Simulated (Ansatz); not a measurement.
Reaction (atomization): `C1CCCNCC1` → 6 C• + 13 H• + N•

Computed with Ansatz on PBE0-D4/def2-TZVP structures; ΔE is electronic, products minus reactants. CCSD(T)/CBS is the MP2 limit (def2-TZVPP, def2-QZVPP) plus CCSD(T) − MP2 in def2-TZVPP, frozen cores. This one scheme is used for every species, atoms too. Functionals use def2-TZVPP. B3LYP here is the variant with VWN-RPA as its local correlation; programs differ in this. No spin–orbit coupling; open shells (•) take unrestricted orbitals. Spin–orbit coupling would lower the free atoms: a little for C.

```json
{"level": "r2SCAN-D4", "ΔE (kcal/mol)": "1922.3"}
{"level": "ωB97X-V", "ΔE (kcal/mol)": "1926.2"}
{"level": "ωB97M-V", "ΔE (kcal/mol)": "1927.1"}
{"level": "r2SCAN", "ΔE (kcal/mol)": "1919.3"}
{"level": "PBE0", "ΔE (kcal/mol)": "1929.2"}
{"level": "B3LYP", "ΔE (kcal/mol)": "1905.4"}
{"level": "SCS-MP2/def2-TZVPP", "ΔE (kcal/mol)": "1892.3"}
{"level": "MP2/CBS(def2)", "ΔE (kcal/mol)": "1940.5"}
```

**Question.** What does CCSD(T)/CBS give? (Best estimate.)

**Answer.** Computed: +1919.0 kcal/mol. The listed levels differ from it by 3.3, 7.2, 8.1, 0.3, 10.2, -13.6, -26.7, 21.5 kcal/mol.

Largest T1 diagnostic among the species: 0.009.

From PBE to PBE0 (25 % exact exchange), in def2-TZVPP and without D4, ΔE moves by −22.7 kcal/mol: exact exchange takes away binding that semilocal exchange gives to molecules. The D4 term adds +17.6 kcal/mol with B3LYP and +9.4 kcal/mol with PBE0; it sums over pairs of atoms, weighted by their polarisabilities, and B3LYP, whose exchange is more repulsive, gets the larger term. In def2-TZVPP, CCSD(T) changes the Hartree–Fock value by +454.5 kcal/mol (the triples alone add +24.9 kcal/mol) and MP2 by +476.0 kcal/mol; breaking electron pairs costs correlation energy, which Hartree–Fock lacks.

For atomizations the MP2-based limit and the directly extrapolated one differ by several kJ/mol either way, and by 10 to 25 for some Ge, Se and Sn compounds, so smaller differences from it don't rank the levels.
